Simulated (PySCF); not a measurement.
Compound: C7H11F.
SMILES: `F[C@]12CCC[C@H](C1)C2`

Theory: TDDFT CAM-B3LYP/def2-SVPD, vertical, gas phase, core orbitals frozen in the response (PySCF 2.14.0, density-fitted response routines). Isolated species at its PBE0-D3(BJ)/def2-SVP geometry, gas phase.

| state | E (eV) | λ (nm) | f | main configurations (H = HOMO, L = LUMO) |
| --- | --- | --- | --- | --- |
| S1 | 8.13 | 152.5 | 0.0011 | H→L (94%) |
| S2 | 8.37 | 148.2 | 0.041 | H-1→L (79%), H-2→L (11%) |
| S3 | 8.61 | 144.0 | 0.027 | H→L+1 (83%) |
| S4 | 8.68 | 142.9 | 0.0081 | H-2→L (65%) |
| S5 | 8.87 | 139.7 | 0.0018 | H-1→L+1 (52%), H→L+2 (12%), H-3→L (12%) |
| S6 | 8.90 | 139.3 | 0.0090 | H→L+2 (62%), H-3→L (18%) |
| S7 | 8.96 | 138.4 | 0.016 | H-3→L (46%), H-1→L+1 (16%), H→L+3 (12%) |
| S8 | 9.06 | 136.9 | 0.045 | H→L+3 (68%), H-3→L (11%) |
| S9 | 9.09 | 136.5 | 0.025 | H-2→L+1 (31%), H-1→L+2 (29%), H-4→L (11%) |
| S10 | 9.25 | 134.0 | 0.013 | H-1→L+3 (38%), H-1→L+2 (31%) |

Triplets, Tamm–Dancoff:

```
state  E (eV)  λ (nm)  main configurations (H = HOMO, L = LUMO)
   T1    7.94   156.1                                 H→L (87%)
   T2    8.15   152.1                  H-1→L (68%), H-2→L (15%)
   T3    8.40   147.6                               H→L+1 (73%)
   T4    8.51   145.7   H-2→L (57%), H-1→L+1 (12%), H-1→L (10%)
```

The lowest singlet lies at 8.13 eV (152 nm, vacuum ultraviolet) and is very weak; its leading configuration is HOMO→LUMO (94%). The strongest level in the table is S8 at 9.06 eV (137 nm, f = 0.045). Löwdin shares by element: HOMO carbon 38% or more, fluorine 11% (atoms not listed hold the other 50%); LUMO carbon 27% or more, hydrogen 7% or more (atoms not listed hold the other 66%). Orbital energies (eV): HOMO-3 -10.61, HOMO-2 -10.31, HOMO-1 -9.96, HOMO -9.65, LUMO 1.25, LUMO+1 1.85, LUMO+2 2.02. The listed states span 1.12 eV. The oscillator strengths of these states sum to 0.187; summed over the whole spectrum of an exact calculation they would give the number of electrons, 62 (Thomas–Reiche–Kuhn). All these states lie below the vertical ionisation energy of 10.39 eV (ΔSCF). The window holds the lowest 10 singlets.
